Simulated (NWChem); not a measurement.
Everything below was run with NWChem. System: C$_{3}$H$_{5}$O$_{2}$, charge 0, spin multiplicity 2, displaced from the optimised geometry. The structure started from a generated list of species. Its SCF solution wasn't tested for a lower state.

Input file:

```
start mol
memory heap 200 mb stack 900 mb global 1100 mb
geometry units angstroms nocenter noautoz noautosym
  C     -1.818840    -0.142081     0.108269
  C     -0.510308    -0.764240     0.624750
  O      0.532666     0.267874     0.829577
  C      1.237155     0.642641    -0.235341
  O      1.188639     0.272182    -1.386665
  H     -1.674397     0.312529    -0.906829
  H     -2.192511     0.649134     0.810145
  H     -2.607836    -0.936176     0.022060
  H     -0.638331    -1.232968     1.633805
  H     -0.105408    -1.530886    -0.088543
end
basis spherical
  * library def2-svp
end
dft
  xc b3lyp
  odft
  mult 2
  semidirect memsize 60000000 filesize 0
  iterations 100
  convergence nodiis damp 40
end
task dft gradient
```

The output up to the point where the run's verdict is printed (cleaned and shortened):

```
             Northwest Computational Chemistry Package (NWChem) 7.3.0
             --------------------------------------------------------

                                NWChem Input Module
                                -------------------

 Scaling coordinates for geometry "geometry" by  1.889725989
 (inverse scale =  0.529177249)

                             Geometry "geometry" -> ""
                             -------------------------

 Output coordinates in angstroms (scale by  1.889725989 to convert to a.u.)

  No.       Tag          Charge          X              Y              Z
 ---- ---------------- ---------- -------------- -------------- --------------
    1 C                    6.0000    -1.81884000    -0.14208100     0.10826900
    2 C                    6.0000    -0.51030800    -0.76424000     0.62475000
    3 O                    8.0000     0.53266600     0.26787400     0.82957700
    4 C                    6.0000     1.23715500     0.64264100    -0.23534100
    5 O                    8.0000     1.18863900     0.27218200    -1.38666500
    6 H                    1.0000    -1.67439700     0.31252900    -0.90682900
    7 H                    1.0000    -2.19251100     0.64913400     0.81014500
    8 H                    1.0000    -2.60783600    -0.93617600     0.02206000
    9 H                    1.0000    -0.63833100    -1.23296800     1.63380500
   10 H                    1.0000    -0.10540800    -1.53088600    -0.08854300

 Effective nuclear repulsion energy (a.u.)     168.0232717827

            Nuclear Dipole moment (a.u.)
            ----------------------------
        X                 Y               Z
 ---------------- ---------------- ----------------
    -0.0000018897     0.0000018897     0.0000037795


 Summary of "ao basis" -> "" (spherical)
 ------------------------------------------------------------------------------
       Tag                 Description            Shells   Functions and Types
 ---------------- ------------------------------  ------  ---------------------
 *                          def2-svp                  on all atoms
[...]
 d= 0,ls=0.5         73   -134.2707107428  7.63D+01  1.23D-01              47.5
                                                     1.15D-01
 d= 0,ls=0.5         74   -210.5565187471 -7.63D+01  1.23D-01              48.3
                                                     1.15D-01
 d= 0,ls=0.5         75   -134.2707107428  7.63D+01  1.23D-01              49.2
                                                     1.15D-01
 d= 0,ls=0.5         76   -210.5565187471 -7.63D+01  1.23D-01              50.0
                                                     1.15D-01
 d= 0,ls=0.5         77   -134.2707107428  7.63D+01  1.23D-01              50.8
                                                     1.15D-01
 d= 0,ls=0.5         78   -210.5565187471 -7.63D+01  1.23D-01              51.6
                                                     1.15D-01
 d= 0,ls=0.5         79   -134.2707107428  7.63D+01  1.23D-01              52.3
                                                     1.15D-01
 d= 0,ls=0.5         80   -210.5565187471 -7.63D+01  1.23D-01              53.2
                                                     1.15D-01
 d= 0,ls=0.5         81   -134.2707107428  7.63D+01  1.23D-01              54.0
                                                     1.15D-01
 d= 0,ls=0.5         82   -210.5565187471 -7.63D+01  1.23D-01              54.8
                                                     1.15D-01
 d= 0,ls=0.5         83   -134.2707107428  7.63D+01  1.23D-01              55.7
                                                     1.15D-01
 d= 0,ls=0.5         84   -210.5565187471 -7.63D+01  1.23D-01              56.5
                                                     1.15D-01
 d= 0,ls=0.5         85   -134.2707107428  7.63D+01  1.23D-01              57.3
                                                     1.15D-01
 d= 0,ls=0.5         86   -210.5565187471 -7.63D+01  1.23D-01              58.2
                                                     1.15D-01
 d= 0,ls=0.5         87   -134.2707107428  7.63D+01  1.23D-01              59.1
                                                     1.15D-01
 d= 0,ls=0.5         88   -210.5565187471 -7.63D+01  1.23D-01              59.8
                                                     1.15D-01
 d= 0,ls=0.5         89   -134.2707107428  7.63D+01  1.23D-01              60.4
                                                     1.15D-01
 d= 0,ls=0.5         90   -210.5565187471 -7.63D+01  1.23D-01              61.1
                                                     1.15D-01
 d= 0,ls=0.5         91   -134.2707107428  7.63D+01  1.23D-01              61.8
                                                     1.15D-01
 d= 0,ls=0.5         92   -210.5565187471 -7.63D+01  1.23D-01              62.4
                                                     1.15D-01
 d= 0,ls=0.5         93   -134.2707107428  7.63D+01  1.23D-01              63.1
                                                     1.15D-01
 d= 0,ls=0.5         94   -210.5565187471 -7.63D+01  1.23D-01              63.7
                                                     1.15D-01
 d= 0,ls=0.5         95   -134.2707107428  7.63D+01  1.23D-01              64.4
                                                     1.15D-01
 d= 0,ls=0.5         96   -210.5565187471 -7.63D+01  1.23D-01              65.1
                                                     1.15D-01
 d= 0,ls=0.5         97   -134.2707107428  7.63D+01  1.23D-01              65.7
                                                     1.15D-01
 d= 0,ls=0.5         98   -210.5565187471 -7.63D+01  1.23D-01              66.4
                                                     1.15D-01
 d= 0,ls=0.5         99   -134.2707107428  7.63D+01  1.23D-01              67.1
                                                     1.15D-01
 d= 0,ls=0.5        100   -210.5565187471 -7.63D+01  1.23D-01              67.8
                                                     1.15D-01
```

Convergence was not reached. The next line reads: Calculation failed to converge. NWChem stopped with the message: dft gradient failed.
